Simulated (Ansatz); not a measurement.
Born–Oppenheimer molecular dynamics of CH6BNO (10 atoms, charge 0, multiplicity 1). It starts from a relaxed structure.

All numbers below come from RKS B3LYP/STO-3G (Ansatz 0.2.0).

```yaml
ensemble: NVE (Milne-controlled integrator)
time_step: 0.5 fs
steps_asked: 600
starting_velocities_drawn_for: 300 K
masses: H 10 u
seed: 314130
```

First frame:

```xyz
10
Properties=species:S:1:pos:R:3
C -1.294 0.542 -0.319
N 0.052 -0.090 -0.360
B 0.908 -0.288 0.749
O 2.150 -0.880 0.659
H -2.081 -0.156 -0.669
H -1.518 0.828 0.722
H -1.335 1.450 -0.952
H 0.322 -0.387 -1.324
H 0.561 0.064 1.812
H 2.318 -1.133 -0.315
```

Problem. How far do the bonds stretch over the last three quarters of this one trajectory? (Pairs bonded in most of those frames.)

Solution. 
```tsv
bond	mean (Å)	spread (Å)	shortest	longest
C1–N2	1.492	0.016	1.45	1.53
C1–H5	1.108	0.011	1.09	1.13
C1–H6	1.103	0.013	1.07	1.13
C1–H7	1.112	0.017	1.08	1.15
N2–B3	1.417	0.015	1.38	1.45
N2–H8	1.045	0.011	1.02	1.07
B3–O4	1.380	0.020	1.34	1.42
B3–H9	1.174	0.017	1.14	1.21
O4–H10	1.022	0.017	0.99	1.06
```

Mean temperature of the second half: 149 K. The conserved energy stayed within 0.0012 meV per atom of its start (net change -0.0005 meV per atom), so the integration is sound. The temperature averaged 0.50 of the 300 K drawn at the start: a run that starts near a minimum puts about half its kinetic energy into the potential. A run of 0.3 ps of so small a system gives no equilibrium averages. Limits of this set-up: minimal basis.

Time of the run: 4.2 min on 1 thread of AMD EPYC 9R45 96-Core Processor (Zen 5), on a shared host, peak memory 0.1 GiB.
